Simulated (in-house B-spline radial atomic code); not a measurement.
Inner levels of lanthanum as electrons are removed. A shift is the extra binding of the orbital against the neutral atom ([Xe] 5d1 6s2). The density at the nucleus is averaged over the nuclear charge. Computed with an all-electron radial atomic-structure program (B-spline basis): Dirac-Hartree-Fock, average of the configuration, finite nuclei.

```csv
ion,configuration,shift of 2p3/2 (eV),shift of 3p3/2 (eV),shift of 3d5/2 (eV),radius of 2p3/2 (bohr),radius of 3p3/2 (bohr),radius of 3d5/2 (bohr),Σ<r²> (bohr²),change of density at nucleus (bohr⁻³)
La14+,[Kr] 4d7,278.62,270.42,271.36,0.096027,0.28473,0.25996,9.6089,-145.38
La15+,[Kr] 4d6,318.17,307.75,308.84,0.096018,0.28446,0.25967,8.8541,-98.951
La16+,[Kr] 4d5,358.96,346.09,347.36,0.096007,0.28416,0.25935,8.14,-49.916
La17+,[Kr] 4d4,400.97,385.44,386.91,0.095996,0.28384,0.259,7.4632,1.674
La18+,[Kr] 4d3,444.2,425.77,427.47,0.095984,0.2835,0.25862,6.8207,55.846
La19+,[Kr] 4d2,?,?,?,?,?,?,?,?
La20+,[Kr] 4d1,534.29,509.35,511.59,0.095956,0.28274,0.25779,5.6286,171.84
La21+,[Ar] 3d10 4s2 4p6,581.13,552.57,555.13,0.095941,0.28233,0.25733,5.0746,233.68
La22+,[Ar] 3d10 4s2 4p5,?,?,?,?,?,?,?,?
La23+,[Ar] 3d10 4s2 4p4,679.69,642,646.38,0.09591,0.28202,0.25634,4.0902,365.09
La24+,[Ar] 3d10 4s2 4p3,730.35,687.76,693.11,0.095891,0.28163,0.25581,3.623,433.45
La25+,[Ar] 3d10 4s2 4p2,781.91,734.2,740.57,0.095872,0.28123,0.25528,3.1712,503.54
La26+,[Ar] 3d10 4s2 4p1,834.38,781.33,788.75,0.095851,0.28081,0.25473,2.7343,575.4
La27+,[Ar] 3d10 4s2,887.74,829.13,837.64,0.09583,0.28038,0.25416,2.3116,649.01
La28+,[Ar] 3d10 4s1,942.29,878.43,887.92,0.095808,0.2799,0.25358,1.9201,-399.87
La29+,[Ar] 3d10,?,?,?,?,?,?,?,?
La30+,[Ar] 3d9,1104.37,1009.18,1027.08,0.095695,0.27719,0.25007,1.4389,-1329.69
```

Fill in the row of La19+.

shift of 2p3/2 (eV): 488.64; shift of 3p3/2 (eV): 467.08; shift of 3d5/2 (eV): 469.04; radius of 2p3/2 (bohr): 0.095971; radius of 3p3/2 (bohr): 0.28313; radius of 3d5/2 (bohr): 0.25822; Σ<r²> (bohr²): 6.21; change of density at nucleus (bohr⁻³): 112.57.

Fill in the row of La22+.

shift of 2p3/2 (eV): 629.95; shift of 3p3/2 (eV): 596.93; shift of 3d5/2 (eV): 600.39; radius of 2p3/2 (bohr): 0.095927; radius of 3p3/2 (bohr): 0.28239; radius of 3d5/2 (bohr): 0.25684; Σ<r²> (bohr²): 4.5738; change of density at nucleus (bohr⁻³): 298.5.

Fill in the row of La29+.

shift of 2p3/2 (eV): 997.66; shift of 3p3/2 (eV): 928.35; shift of 3d5/2 (eV): 938.85; radius of 2p3/2 (bohr): 0.095785; radius of 3p3/2 (bohr): 0.2794; radius of 3d5/2 (bohr): 0.25298; Σ<r²> (bohr²): 1.54; change of density at nucleus (bohr⁻³): -1491.29.
